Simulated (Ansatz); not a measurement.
System: CH$_{6}$BN, charge 0, singlet. CH6BN (SMILES BNC).
B3LYP-D3(BJ)/def2-TZVP minimum from Ansatz (an electronic-structure program):
```xyz
9

B     -0.1815     0.1664     1.3592
H     -1.0536     0.5255     2.0899
H      0.8879    -0.1748     1.7668
N     -0.4187     0.1453    -0.0052
C      0.5083    -0.2567    -1.0503
H     -1.3215     0.4331    -0.3528
H      0.7023     0.5626    -1.7477
H      0.1218    -1.1054    -1.6210
H      1.4515    -0.5502    -0.5932
```
Charge 0, spin multiplicity 1.

Atomisation energy term by term, kcal/mol (programs: Ansatz). UHF or UKS for unpaired electrons; spin-orbit terms are left out. Correlated methods leave the cores frozen. Rows without X2C or -DK are non-relativistic. CBS(X,Y): correlation extrapolated as X^-3, Hartree-Fock from the larger set. A bracket is a step between two methods taken in the basis named. '+ core + X2C': CCSD(T) terms for core correlation (cc-pwCVTZ) and scalar relativity (cc-pVTZ-DK). Where a partner has so few electrons that a lower coupled-cluster level is exact, that level stands in.

```json
[
 {"term": "Hartree-Fock", "basis": "cc-pVQZ", "kcal/mol": "591.70"},
 {"term": "CCSD correlation", "basis": "CBS(cc-pVTZ,cc-pVQZ)", "kcal/mol": "185.20"},
 {"term": "(T)", "basis": "CBS(cc-pVTZ,cc-pVQZ)", "kcal/mol": "9.87"},
 {"term": "CCSDT(Q) - CCSD(T)", "basis": "cc-pVDZ", "kcal/mol": "0.45"},
 {"term": "core correlation", "basis": "cc-pwCVTZ", "kcal/mol": "3.17"},
 {"term": "scalar relativity", "basis": "X2C, cc-pVTZ-DK", "kcal/mol": "-0.55"},
 {"term": "sum: De", "basis": "", "kcal/mol": "789.8"}
]
```
